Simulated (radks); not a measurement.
Cr IX, configuration [Ne] 3s2 3p4.

Calculated with a radial shooting solver on a logarithmic mesh with Libxc functionals: scalar-relativistic Kohn-Sham, exchange-only B88, spin-unpolarised, spherical densities, finite nucleus; Fermi nuclear charge, rms radius 3.6452 fm.

Energy parts (hartree):
total: -1027.72700
kinetic: 1039.27085
electron-nucleus: -2347.03005
Hartree: 322.82317
exchange: -42.79097

Orbitals (lengths in bohr, moments of r in powers of bohr):
orbital  occ.  eigenvalue (hartree)       <r^4>
1s          2             -222.8695  0.00007589
2s          2             -31.13458     0.01771
2p          6             -27.24798     0.01376
3s          2              -8.40102      0.8719
3p          4              -7.28318      0.9971
3d          0              -5.57947       1.114
4s          0              -3.59034       16.32
4p          0              -3.21295       20.30

The highest occupied level is 3p at -198.19 eV. Summed over all electrons, <r^2> = 5.409 bohr^2, which gives a Langevin (diamagnetic) susceptibility term of -4.28 x 10^-6 cm^3/mol.
